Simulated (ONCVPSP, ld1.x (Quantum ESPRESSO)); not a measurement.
# Hardness and transferability of assorted potentials

Generated with ld1.x 7.5 (TM, RRKJ, ultrasoft, PAW), atompaw 4.2 or ONCVPSP 4.0.1. The cutoff is in Ry: for ld1.x and atompaw files where the sum of valence levels is converged to 10 mRy in a Bessel basis, for ONCV files where the hardest occupied wave has 1 mHa per electron of residual kinetic energy. The error is the largest all-electron minus pseudo excitation energy over each file’s own four to seven test configurations (ionisations up to +4, promotions, holes and added fractions of an electron), all of which were solved. The labels leave out finer settings (local radius, basis sizes, second energies), which also bear on the numbers. Spin-polarised tests are not counted. The rows are a selection from randomly drawn settings: files with unsolved tests, undetermined cutoffs or missed reference levels are left out.

A true bound ghost makes a file unfit for plane-wave use even where its test errors are small: the radial tests pick states by their node count and pass the ghost by.

| element | potential | cutoff (Ry) | largest error (meV) | bound ghosts |
| --- | --- | --- | --- | --- |
| Be | ONCV, LDA (Perdew-Zunger), scalar-relativistic, rc 0.70/0.70 (sp), local smoothed, core correction no, reference 1s2 2s2, qcut 21.4/14.2, projectors 2/3 | 246 | +4.2 | none |
| N | ONCV, Wu-Cohen, scalar-relativistic, rc 0.80/1.75/1.65 (spd), local smoothed, core correction yes, reference 2s2 2p3, qcut 10.5/7.4/5.3, projectors 2/1/2 | 63 | +1061 | none |
| Ni | ONCV, PBEsol, scalar-relativistic, rc 1.25/0.90/1.65 (spd), local smoothed, core correction yes, reference 3s2 3p6 3d8, qcut 7.3/12/10.3, projectors 2/1/2 | 102 | -561 | none |
| As | ONCV, PBE, fully relativistic, rc 1.45/1.30/1.50 (spd), local smoothed, core correction yes, reference 4s2 4p1.5, qcut 5.1/5.8/7.2, projectors 2/2/1 | 208 | +46 | p3/2, p1/2 |
| Sr | ONCV, PBEsol, scalar-relativistic, rc 2.10/2.55/2.30 (spd), local smoothed, core correction yes, reference 4s2 4p6 5s1 5p1, qcut 7.4/4.8/4.2, projectors 2/2/2 | 33 | -2.7 | none |
| Nd | ONCV, PBE, scalar-relativistic, rc 2.05/1.70/3.40 (spd), local smoothed, core correction yes, reference 5s2 5p6 5d1 6s2, qcut 5.3/5.7/6.1, projectors 2/1/3 | 29 | -45 | none |

**Question.** Fill in the row for Ga: RRKJ, PBE, scalar-relativistic, rc 1.95/1.75/0.85 (spd), local p, core correction no, reference 3d10 4s1 4p2.

**Answer.** cutoff 260 Ry, largest error -781 meV, bound ghosts: s.

**Question.** Fill in the row for Cd: TM semilocal, LDA (PZ), scalar-relativistic, rc 2.05/2.75/1.15 (spd), local p, core correction yes, reference 4d10 5s1 5p1.

**Answer.** cutoff 90 Ry, largest error -320 meV, bound ghosts: none.
